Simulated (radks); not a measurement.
Problem. The calcium ion Ca2+, configuration [Ar]. Method: scalar-relativistic Kohn-Sham, r2SCAN, spin-polarised, spherical densities, finite nucleus; meta-GGA in the generalised Kohn-Sham scheme; Fermi nuclear charge, rms radius 3.4776 fm; computed with a radial shooting solver on a logarithmic mesh with Libxc functionals. Some entries of the table are withheld. Estimate them.

orbital  occ.  eigenvalue (hartree)  <1/r> (bohr^-1)
1s          2             -146.3640            19.74
2s          2                   (1)              (2)
2p          6                   (3)              (4)
3s          2              -2.34609            1.206
3p          6                   (5)            1.081
3d          0              -0.55312           0.7731

Solution. 
(1) 2s eigenvalue (hartree): -16.03419
(2) 2s <1/r> (bohr^-1): 4.065
(3) 2p eigenvalue (hartree): -13.02177
(4) 2p <1/r> (bohr^-1): 3.953
(5) 3p eigenvalue (hartree): -1.60834
